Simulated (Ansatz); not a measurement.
Cartesian coordinates in Å:
```
F 2.070 -0.855 0.434
B 0.956 -0.231 0.139
S 0.565 1.368 -0.484
Ga -1.039 -0.278 0.048
H -2.551 -0.004 -0.137
```

Charge 0, multiplicity 1.

(1) List the PBE0/def2-TZVPP orbital energies in eV (Ansatz). (An estimate is asked.)

## Answers

(1) Ansatz gave: Occupied: -10147.83, -2422.27, -1253.71, -1109.88, -1109.83, -1109.76, -674.65, -217.62, -187.00, -161.38, -161.37, -161.34, -151.94, -104.89, -104.77, -104.59, -34.32, -24.06, -23.94, -23.83, -23.79, -23.74, -20.37, -15.70, -13.59, -13.34, -12.65, -11.24, -8.72, -8.35, -6.77. Lowest empty: -2.24, -0.66, -0.04, 0.18, 1.19, 2.36, 3.15, 3.65.
